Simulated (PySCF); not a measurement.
# Computed spin Hamiltonian

Compound: C6H5O3 (doublet state).
Geometry (GFN2-xTB, Å), atoms numbered from 1 in this order:
```
atom  x, y, z in Å
C1    -0.6982    1.8870    0.3026
C2    -0.3774    0.7668    0.0052
C3     0.0710   -0.5332   -0.3634
C4     1.3134   -0.6436   -0.8418
O5     2.4324    0.0382   -0.7001
C6     2.8089    0.5548    0.4900
O7     2.1681    0.5343    1.5001
O8    -0.7971   -1.5728   -0.4185
C9    -2.1672   -1.2634   -0.2935
H10   -0.9893    2.8528    0.5924
H11    3.8132    0.9856    0.3734
H12   -2.6912   -2.2155   -0.3510
H13   -2.3833   -0.7832    0.6659
H14   -2.5039   -0.6082   -1.1031
```

The hyperfine couplings belong to this conformer and change with its torsions.

As a line formula: `C#C/C(=[C]\OC=O)OC` [radical].

Method: PySCF, UKS B3LYP, pcH-1 on C H O, non-relativistic, mean-field spin-orbit, GIAO. Isolated species at its GFN2-xTB geometry (one conformer only). Couplings are sensitive to structure, and on GFN2-xTB geometries they can be far from those on DFT ones. The frame is twisted about the C3–C4 bond at this geometry (dihedral C2–C3–C4–O5 = 27°); couplings at other torsion angles weren't computed. Stability of the SCF solution: not tested.

* g1, g2, g3: 2.00188, 2.00221, 2.00304
* g_iso: 2.00238
* Form of g: rhombic: the two nearest values differ by 29 % of g3 − g1
* ⟨S²⟩: 0.7608 (exact 0.7500)
* α and β electrons: 33, 32
* HOMO–LUMO gap, α and β orbitals: 4.89, 3.27 eV
* Total energy: -457.13954 Eh

Isotropic coupling and dipolar principal values T1 to T3, in MHz; ρ(0) is the spin density at the nucleus:

```json
{"atom": "C1", "isotope": "13C", "a_iso": "8.6", "T1": "-10.5", "T2": "-2.1", "T3": "12.6", "Mulliken spin population": "0.04", "ρ(0) (bohr⁻³)": "0.0077"}
{"atom": "C2", "isotope": "13C", "a_iso": "56.4", "T1": "-6.9", "T2": "0.1", "T3": "6.9", "Mulliken spin population": "0.01", "ρ(0) (bohr⁻³)": "0.0501"}
{"atom": "C3", "isotope": "13C", "a_iso": "18.1", "T1": "-19.3", "T2": "-4.5", "T3": "23.8", "Mulliken spin population": "-0.06", "ρ(0) (bohr⁻³)": "0.0161"}
{"atom": "C4", "isotope": "13C", "a_iso": "407.0", "T1": "-75.9", "T2": "-51.8", "T3": "127.8", "Mulliken spin population": "0.90", "ρ(0) (bohr⁻³)": "0.3620"}
{"atom": "O5", "isotope": "17O", "a_iso": "-71.8", "T1": "-26.0", "T2": "11.9", "T3": "14.1", "Mulliken spin population": "0.03", "ρ(0) (bohr⁻³)": "0.1185"}
{"atom": "C6", "isotope": "13C", "a_iso": "13.9", "T1": "-3.5", "T2": "-2.6", "T3": "6.1", "Mulliken spin population": "0.02", "ρ(0) (bohr⁻³)": "0.0124"}
{"atom": "O7", "isotope": "17O", "a_iso": "-3.7", "T1": "-17.4", "T2": "7.8", "T3": "9.6", "Mulliken spin population": "0.05", "ρ(0) (bohr⁻³)": "0.0061"}
{"atom": "O8", "isotope": "17O", "a_iso": "-11.6", "T1": "-6.7", "T2": "-0.6", "T3": "7.3", "Mulliken spin population": "0.00", "ρ(0) (bohr⁻³)": "0.0192"}
{"atom": "C9", "isotope": "13C", "a_iso": "-0.6", "T1": "-0.4", "T2": "-0.4", "T3": "0.8", "Mulliken spin population": "0.00", "ρ(0) (bohr⁻³)": "-0.0005"}
{"atom": "H10", "isotope": "1H", "a_iso": "-1.9", "T1": "-3.2", "T2": "0.4", "T3": "2.9", "Mulliken spin population": "0.00", "ρ(0) (bohr⁻³)": "-0.0004"}
{"atom": "H11", "isotope": "1H", "a_iso": "4.7", "T1": "-3.1", "T2": "-2.5", "T3": "5.6", "Mulliken spin population": "0.00", "ρ(0) (bohr⁻³)": "0.0011"}
{"atom": "H12", "isotope": "1H", "a_iso": "0.0", "T1": "-0.9", "T2": "-0.7", "T3": "1.6", "Mulliken spin population": "0.00", "ρ(0) (bohr⁻³)": "0.0000"}
{"atom": "H13", "isotope": "1H", "a_iso": "-1.3", "T1": "-1.2", "T2": "-0.9", "T3": "2.1", "Mulliken spin population": "0.00", "ρ(0) (bohr⁻³)": "-0.0003"}
{"atom": "H14", "isotope": "1H", "a_iso": "-0.1", "T1": "-1.1", "T2": "-1.0", "T3": "2.1", "Mulliken spin population": "0.00", "ρ(0) (bohr⁻³)": "0.0000"}
```

The Mulliken spin populations are largest on C4 (+0.90) and C3 (-0.06). No atom but C4 exceeds +0.15.

Under fast tumbling the dipolar parts average out, and these isotropic splittings remain: 1 × 1H (H11, I = 1/2, 2 lines) with 0.17 mT and 1 × 1H (H10, I = 1/2, 2 lines) with 0.07 mT.

The 13C coupling of C4 (407.0 MHz) shows only in satellite lines or after enrichment, since that isotope makes up about 1.07 % of natural carbon.

The 17O coupling of O5 (-71.8 MHz) shows only in satellite lines or after enrichment, since that isotope makes up about 0.038 % of natural oxygen.

Time: 1.9 min wall (grids of density and orbitals included); peak memory 1.1 GiB. Hardware: an Arm Neoverse N1 with one thread, no GPU, shared host with 64 logical CPUs at a one-minute load of 14.
